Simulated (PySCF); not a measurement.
**From computed data to an observable: dipole moment from atomic charges**

Se(SeH)(OSiH3) (H4OSe2Si), SMILES [SiH3]O[Se][SeH]. Atoms are numbered in the order given.

```xyz
8

Se    -0.4235     0.3513     0.8581
Se     1.1397     1.0468    -0.6802
H      2.3323     0.8751     0.1759
O     -0.4396    -1.4514     0.6578
Si    -1.3190    -2.1271    -0.6123
H     -2.7646    -1.7679    -0.5024
H     -1.1386    -3.5996    -0.4851
H     -0.7955    -1.6534    -1.9280
```

The structure is a stationary point at PBE0-D3(BJ)/def2-SVP. The values are those of a single conformer.

Charges (e) from ωB97X/def2-TZVP in PySCF:

```tsv
atom	Mulliken	IAO
Se1	0.200	0.362
Se2	-0.120	-0.037
H3	0.127	0.047
O4	-0.458	-0.812
Si5	0.373	0.891
H6	-0.043	-0.157
H7	-0.038	-0.138
H8	-0.041	-0.156
```

The dipole moment of the full density is 0.73 D.

Task: What dipole moment does each set of point charges give, and which comes closer to that of the density?

Result: 
μ = Σ q r, and 1 e Å = 4.8032 D.
Mulliken: Σ q r = (-0.021, 0.208, -0.135) e Å, |μ| = 1.19 D.
IAO: Σ q r = (-0.189, 0.445, -0.289) e Å, |μ| = 2.71 D.
Mulliken comes closer in size. Point charges leave out the atoms' own dipoles (lone pairs, polarised bonds); fits to the potential absorb them, partitions of the density don't.
